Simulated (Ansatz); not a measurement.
Computed with Ansatz on PBE0-D4/def2-TZVP structures; ΔE is electronic, products minus reactants. CCSD(T)/CBS is the MP2 limit (def2-TZVPP, def2-QZVPP) plus CCSD(T) − MP2 in def2-TZVPP, frozen cores. This one scheme is used for every species. DFT in def2-TZVPP. One conformer a species, not always the lowest.

Consider the formal exchange of groups at the Si–Si bond: `N[SiH2][Si](N)(O)O` + `C[SiH](N)Cl` → `N[SiH2]C[SiH](N)Cl` + `N[SiH](O)O`.

CCSD(T)/CBS gives -34.9 kJ/mol.

(1) Another level gave -20.9 kJ/mol. Which?
A. ωB97X-V/def2-TZVPP
B. PBE-D4/def2-TZVPP
C. PBE/def2-TZVPP
D. CCSD(T)/def2-TZVPP

Largest T1 diagnostic among the species: 0.012.

Answers

(1) B. PBE-D4 -20.9, CCSD(T)/def2-TZVPP -35.6, ωB97X-V -30.9, PBE -15.9 kJ/mol.

From PBE to PBE0 (25 % exact exchange), in def2-TZVPP and without D4, ΔE moves by −6.0 kJ/mol. The D4 term adds −8.0 kJ/mol with B3LYP and −4.3 kJ/mol with PBE0; it sums over pairs of atoms, weighted by their polarisabilities, and B3LYP, whose exchange is more repulsive, gets the larger term. In def2-TZVPP, CCSD(T) changes the Hartree–Fock value by −5.3 kJ/mol (the triples alone add −1.0 kJ/mol) and MP2 by −12.8 kJ/mol.

B3LYP here is the variant with VWN-RPA as its local correlation; programs differ in this.
